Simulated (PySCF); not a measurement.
A structure optimised at PBE-D3(BJ)/def2-SVP, used in a PySCF frequency run:

```xyz
8

Bi    -0.3937    -0.2214     0.0000
F     -0.2589     1.1775     1.4997
F     -0.2589     1.1775    -1.4997
O      1.6284    -0.7607     0.0000
C      2.6071     0.2718     0.0000
H      3.6078    -0.2106     0.0000
H      2.5310     0.9230     0.9000
H      2.5310     0.9230    -0.9000
```
Charge 0, spin multiplicity 1.

Write its SMILES, formula and point group.

C[O][Bi]([F])[F], CH3BiF2O, Cs

What are its rotational constants (standard atomic weights)?

3.1267, 1.9652, 1.8736 GHz
